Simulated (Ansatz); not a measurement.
`C[O][Mo]([OH])([OH])([F])([F])[O]C` at its PBE0-D4/def2-TZVP geometry, where that method's forces vanish. The species carries charge 0 and has multiplicity 1. Mo: def2 effective core potential.

```xyz
17

C    -2.2447   -1.0185    1.3488
O    -1.5721   -0.1934    0.4526
Mo   -0.0253    0.7265    0.1668
O     1.7075    1.4878    0.3064
O     0.3887   -0.0753    1.8565
F    -0.5548    1.5641   -1.4386
F    -0.6007    2.3262    0.9003
O     0.7089   -0.5350   -0.9674
C     1.3252   -0.4654   -2.2146
H    -1.6170   -1.1696    2.2317
H    -2.4560   -1.9775    0.8684
H    -3.1839   -0.5388    1.6363
H     2.4853    0.9359    0.1905
H     1.1725    0.2683    2.2924
H     2.3290   -0.0328   -2.1209
H     0.7321    0.1700   -2.8801
H     1.4054   -1.4726   -2.6291
```

(1) What forces (eV/Å) does r2SCAN-D4/def2-TZVPP give on these atoms in the Gaussian-basis code of Ansatz? (An estimate is asked.)

## Answers

(1) Computed: 
```
C1  -0.129 -0.154  0.160
O2  -0.352 -0.120 -0.085
Mo3  0.070  0.289 -0.012
O4   0.268  0.205 -0.016
O5   0.027 -0.179  0.312
F6  -0.051  0.098 -0.190
F7  -0.086  0.224  0.107
O8   0.064 -0.347 -0.072
C9   0.105  0.000 -0.216
H10 -0.015 -0.001 -0.010
H11 -0.006  0.004  0.011
H12  0.005 -0.013  0.001
H13  0.035 -0.044  0.002
H14  0.051  0.018  0.005
H15  0.004  0.008  0.002
H16  0.002 -0.001  0.003
H17  0.006  0.011 -0.004
```
